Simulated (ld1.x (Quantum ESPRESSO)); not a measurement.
# Pseudopotential generation for Ge (Z = 32): PAW, PBE, scalar-relativistic.

```json
{"Element": "germanium", "Generator": "ld1.x (Quantum ESPRESSO) 7.5", "Type": "PAW", "Functional": "PBE", "Relativity": "scalar-relativistic", "Frozen core": "[Ar] 3d10", "Valence charge": "4", "Reference configuration": "4s2 4p2", "Partial waves": "4s (bound): rcut 1.80, rcutus 2.10 bohr; 4s channel at 0.05 Ry: rcut 1.80, rcutus 2.10 bohr; 4p (bound): rcut 1.95, rcutus 2.20 bohr; 4p channel at 3.8 Ry: rcut 1.95, rcutus 2.20 bohr; 4d channel at 0.45 Ry: rc 2.10 bohr", "Local potential": "the d channel", "Core correction": "Bessel-smoothed model core inside 1.60 bohr", "Augmentation charge": "PSQ, radius 1.60 bohr"}
```

All-electron outer shells of the reference configuration (PBE, scalar-relativistic, ld1.x):

```json
{"shell": "3p", "level (eV)": "-115.62", "outermost node (bohr)": "0.23", "outermost maximum (bohr)": "0.54"}
{"shell": "3d", "level (eV)": "-29.31", "outermost node (bohr)": "–", "outermost maximum (bohr)": "0.50"}
{"shell": "4s", "level (eV)": "-11.73", "outermost node (bohr)": "0.77", "outermost maximum (bohr)": "1.75"}
{"shell": "4p", "level (eV)": "-3.90", "outermost node (bohr)": "0.82", "outermost maximum (bohr)": "2.22"}
```

What the tests gave:

| Item | Value |
| --- | --- |
| Cutoffs needed | 8 Ry and 12 Ry (the cutoffs (Ry, on a coarse ladder) from which the occupation-weighted sum of valence levels, in a spherical-Bessel basis at the reference potential, stays within 10 and 1 mRy of its value at 400 Ry) |
| Ghost test | no extra level below or beside the all-electron valence levels (s, p, d, f tested) (spherical-Bessel basis up to 400 Ry, 20 bohr box) |
| Largest excitation error | -331 meV (all-electron minus pseudo) for 4s1 4p0, out of 7 test configurations |
| Lowest eigenvalue of the overlap operator | 0.23 (s channel) |
| Density cutoff estimated by the generator | 109 Ry |

Generation and tests took about 4 s on one core of a shared server CPU.
